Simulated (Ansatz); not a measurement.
The same path of CH5AlBBrSi (10 atoms, charge 0, multiplicity 1) was run twice with different band settings. Lost on the way: Br1–Al2, Si5–H9. Made: Br1–H9.

Theory: RHF/def2-mTZVP (Ansatz).

Relaxed end points:

```xyz
10
Properties=species:S:1:pos:R:3
Br -1.460 -1.063 3.620
Al -0.594 -0.535 1.578
B 0.969 -1.136 0.184
C 0.647 -0.015 -0.907
Si -0.823 1.064 -0.275
H 1.835 -1.936 0.052
H 1.544 0.569 -1.118
H 0.413 -0.506 -1.853
H -1.991 1.021 -1.183
H -0.456 2.487 -0.095
```

```xyz
10
Properties=species:S:1:pos:R:3
Br -4.572 -0.032 1.404
Al 1.587 0.097 1.469
B 2.133 -0.844 -0.342
C 0.669 -0.334 -0.654
Si -0.466 0.974 0.409
H 2.881 -1.373 -1.085
H 0.657 0.111 -1.649
H 0.061 -1.242 -0.694
H -3.250 0.409 1.083
H 0.383 2.182 0.063
```

Common settings: climbing image yes; spring 5.0 eV/Å²; optimiser quadratic models (default); start path through a guess of the saddle point; force threshold 0.05 eV/Å; iteration limit 60; end points relaxed.

| run | movable images |
| --- | --- |
| 1 | 5 |
| 2 | 2 |

Problem. What does each run give, and how far can it be trusted?

Solution. Run 1: converged after 55 iterations, highest image 4.342 eV above the first end. The profile has 2 maxima (images 1, 4) with wells between them (image 2): this band takes more than one step, which may be the mechanism or a detour left from its start path. Neighbouring images differ by up to 3.5 eV, so the band resolves the path poorly. A vibrational analysis at the climbing image gives one clearly imaginary mode, 812i cm⁻¹: a first-order saddle point.
Run 2: converged after 51 iterations, highest image 4.159 eV above the first end. Neighbouring images differ by up to 3.5 eV, so the band resolves the path poorly. The order of the stationary point at the top wasn't checked. So few images can step over the top or miss a turn of the path.
The orbitals stay closed-shell, which can raise the energy where a bond breaks towards radicals; this wasn't checked here.
